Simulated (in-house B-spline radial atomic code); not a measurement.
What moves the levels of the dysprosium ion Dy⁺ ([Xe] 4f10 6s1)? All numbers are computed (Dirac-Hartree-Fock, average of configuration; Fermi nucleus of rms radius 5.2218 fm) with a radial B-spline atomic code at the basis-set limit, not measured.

Baseline run (computed): total energy -12161.3250 hartree, 1s1/2 at -1988.698 hartree, 6s1/2 at -10.807 eV with <r> = 3.94 bohr.

Scaling the speed of light c (a factor of 100 is close to the non-relativistic limit):

| c/c0 | ΔE (hartree) | 6s1/2 level (eV) | 6s1/2 <r> (bohr) |
| --- | --- | --- | --- |
| 0.95 | -64.502 | -10.8929 | 3.91 |
| 0.98 | -24.394 | -10.8394 | 3.929 |
| 1.02 | 22.725 | -10.7775 | 3.951 |
| 2 | 401.66 | -10.3122 | 4.126 |
| 100 | 520.49 | -10.1769 | 4.181 |

Changing the nucleus:

```tsv
nucleus	ΔE (eV)
Gaussian nucleus of rms radius 5.2218 fm	-0.17
uniform spherical nucleus of rms radius 5.2218 fm	0.0456
Gaussian nucleus of rms radius 0.01 fm	-29.5
Fermi nucleus of rms radius 5.1174 fm	-1.02
Fermi nucleus of rms radius 5.3262 fm	1.03
```

A larger nucleus binds the electrons less, roughly as the density at the nucleus times the change of the nuclear <r²>. At equal rms radius the shape enters only through higher moments. A radius of 0.01 fm is nearly a point.

(1) The nuclear charge is raised by 0.1. What does the Hellmann-Feynman theorem predict for the energy, and what is found?

Results:

(1) dE/dZ ≈ -Σ<1/r>, which is -454.269 at the start and -455.297 at the end; their mean times 0.1 is -45.478 hartree, and the two runs differ by -45.477 hartree.
